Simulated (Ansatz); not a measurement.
Gas-phase reaction in SMILES: Cl[B]Cl → [B]Cl + Cl atom (the B-Cl bond at the site shown breaks; other sites are not compared here)
Geometries: B3LYP-D3(BJ)/def2-TZVP minima from Ansatz (a program for electronic structure). Unstable Hartree-Fock reference: [B]Cl.

Property: bond dissociation energy (electronic energy difference), in eV. Cores are frozen in the correlated levels unless marked. UHF or UKS for open shells. No spin-orbit coupling. No relativistic terms. CBS(X,Y): correlation extrapolated as X^-3; Hartree-Fock from the larger set.

```
level                                                             program  bond dissociation energy (eV)
---------------------------------------------------------  --------------  -----------------------------
r2SCAN-D3(BJ)/def2-TZVPD                                   Ansatz + dftd3                            ___
B3LYP/def2-TZVPD                                                   Ansatz                           3.54
PBE0/def2-TZVP                                                     Ansatz                           3.86
CCSD(T) with core electrons (1s frozen past Ne)/cc-pwCVTZ          Ansatz                            ___
CCSD(T)/CBS(cc-pV(T+d)Z,cc-pV(Q+d)Z)                               Ansatz                           3.49
```

Question: Complete the blanks.

Answer: 
- r2SCAN-D3(BJ)/def2-TZVPD, bond dissociation energy (eV): 4.02
- CCSD(T) with core electrons (1s frozen past Ne)/cc-pwCVTZ, bond dissociation energy (eV): 3.36
